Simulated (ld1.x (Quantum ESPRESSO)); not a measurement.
# Reading a pseudo-wave (Ta (Z = 73))

Columns: radius, all-electron u(r) and pseudo u(r) of the 4f shell (level -26.63 eV) of tantalum in the configuration [Xe] 4f14 5d3 6s1.75 6p0; LDA (PZ), scalar-relativistic, PAW scheme, ld1.x (Quantum ESPRESSO) 7.5.

```tsv
r (bohr)	all-electron	pseudo
0.192	0.6265	0.0113
0.385	1.2444	0.1373
0.578	1.1757	0.4291
0.770	0.9259	0.6719
0.962	0.6887	0.6626
1.155	0.5015	0.5015
1.348	0.3631	0.3631
1.540	0.2634	0.2634
1.732	0.1917	0.1917
1.925	0.1399	0.1399
2.118	0.1025	0.1025
2.310	0.0755	0.0755
2.502	0.0559	0.0559
2.695	0.0415	0.0415
2.888	0.0309	0.0309
3.080	0.0231	0.0231
3.272	0.0173	0.0173
3.465	0.0130	0.0130
3.658	0.0097	0.0097
3.850	0.0073	0.0073
4.043	0.0055	0.0055
4.235	0.0042	0.0042
4.428	0.0032	0.0032
4.620	0.0024	0.0024
4.812	0.0018	0.0018
5.005	0.0014	0.0014
```

(1) How many radial nodes do the two functions have?

(2) At about which radius was the pseudo-wave matched?

(3) Is the pseudo-wave norm-conserving?

## Answers

(1) The all-electron 4f function has n − l − 1 = 0; the pseudo-wave has 0.

(2) 1.20 bohr, where the columns begin to agree (steps of 0.19 bohr).

(3) No, it belongs to a PAW set: the norm inside the radius is not constrained, and the difference is carried by the augmentation charge.
